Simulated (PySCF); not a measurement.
**Working out the ionisation energy of F(2+)**

F(2+) [He] 2s2 2p3 (4S) → F(3+) [He] 2s2 2p2 (3P). Calculation: PySCF 2.14, in dyall-acv3z (15s9p4d2f, 76 functions); no relativity, point nucleus. Frozen: 1s2; the 19 highest virtual orbitals dropped. Energies in hartree (1 hartree = 27.21139 eV):

```csv
part,F(2+) (lower),F(3+) (upper)
UHF,-97.613705,-95.325764
CCSD correlation,-0.118897,-0.105351
(T),-0.001297,-0.001208
```

**Question.** What does Hartree-Fock give?

**Answer.** (-95.325764) − (-97.613705) = 2.287941 hartree = 62.258 eV.

**Question.** What do CCSD and CCSD(T) give?

**Answer.** The CCSD correlation energies differ by 0.013546 hartree = 0.369 eV and the triples by 0.000089 hartree = 0.002 eV, so CCSD gives 62.627 eV and CCSD(T) 62.629 eV.

A first-order spin-orbit estimate adds -0.054 eV to CCSD(T) (valence), giving 62.575 eV against 62.708 eV (semi-empirical (NIST evaluation); NIST Atomic Spectra Database, ionization energies).

What remains against the reference includes basis incompleteness, the frozen core and higher excitations.
